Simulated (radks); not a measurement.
Question: The mean radii <r> (bohr) of the occupied orbitals of an atom or ion are listed with their occupations. All-electron calculation, Dirac Kohn-Sham, PBE, spin-unpolarised, spherical densities, finite nucleus; Fermi nuclear charge, rms radius of each element as measured or else 0.836 A^(1/3) + 0.57 fm. Program: a radial shooting solver on a logarithmic mesh with Libxc functionals.

| orbital | occ. | <r> |
|---|---|---|
| 1s1/2 | 2 | 0.02191 |
| 2s1/2 | 2 | 0.09276 |
| 2p1/2 | 2 | 0.07746 |
| 2p3/2 | 4 | 0.08430 |
| 3s1/2 | 2 | 0.2440 |
| 3p1/2 | 2 | 0.2336 |
| 3p3/2 | 4 | 0.2467 |
| 3d3/2 | 4 | 0.2188 |
| 3d5/2 | 6 | 0.2228 |
| 4s1/2 | 2 | 0.5519 |
| 4p1/2 | 2 | 0.5636 |
| 4p3/2 | 4 | 0.5927 |
| 4d3/2 | 4 | 0.6268 |
| 4d5/2 | 6 | 0.6370 |
| 5s1/2 | 2 | 1.294 |
| 5p1/2 | 2 | 1.420 |
| 5p3/2 | 4 | 1.496 |
| 4f5/2 | 6 | 0.7984 |

Name the element and its charge. Open shells, if any, fill j = l - 1/2 first.

Answer: Z = 64, gadolinium, charge +4: Gd4+ in [Xe] 4f6. The 1s radius gives Z: for a bare nucleus <r> = (2 gamma + 1)/(2Z) with gamma = sqrt(1 - (Z/c)^2), 0.02163 bohr for Z = 64, and screening makes it slightly larger (0.02191 here). The occupations add up to 60, and the charge is Z minus that.
